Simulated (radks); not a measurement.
The numbers below are computed, except where a source is named.
Ionisation of the arsenic ion As2+, [Ar] 3d10 4s2 4p1, to As3+, [Ar] 3d10 4s2, under several functionals. Dirac Kohn-Sham, spin-unpolarised, spherical densities, point nucleus; open shells are shared between the two j in proportion to 2j + 1; a radial shooting solver on a logarithmic mesh with Libxc functionals.

| functional | E(As2+) (hartree) | Exc (hartree) | IE (eV) | -e(HOMO) (eV) | <r> HOMO (bohr) | IE error (eV) |
|---|---|---|---|---|---|---|
| LDA (Slater exchange, VWN5 correlation) | -2256.87793 | -80.02549 | 28.043 | 22.818 | 2.143 | -0.306 |
| PBE | -2259.93301 | -83.13475 | 27.708 | 22.536 | 2.156 | -0.641 |
| PW91 | -2260.42390 | -83.63622 | 27.815 | 22.630 | 2.155 | -0.534 |
| XLYP | -2260.67422 | -83.88202 | 27.790 | 22.545 | 2.165 | -0.559 |
| BP86 | -2260.54623 | -83.75784 | 27.887 | 22.709 | 2.145 | -0.462 |
| Wu-Cohen GGA | -2259.43114 | -82.62630 | 27.786 | 22.609 | 2.144 | -0.563 |
| AM05 | -2257.04698 | -80.20100 | 27.690 | 22.522 | 2.148 | -0.659 |
| HCTH/407 | -2261.42551 | -84.75890 | 27.802 | 22.669 | 2.157 | -0.547 |

NIST Atomic Spectra Database: 28.35 eV (measured). Closest: LDA (Slater exchange, VWN5 correlation). The Delta-SCF values span 0.35 eV, the total energies 4.55 hartree. The highest occupied level is 4p3/2. Spin polarisation and multiplet splitting are left out, so open shells lie too high by an amount that depends on their filling. Sharing an open shell by 2j + 1 raises it above the true ground level by a part of the spin-orbit splitting, which enters the differences from NIST.

Beside tabulated values, note that spin-unpolarised runs miss the spin-polarisation part of the exchange energy of open shells.
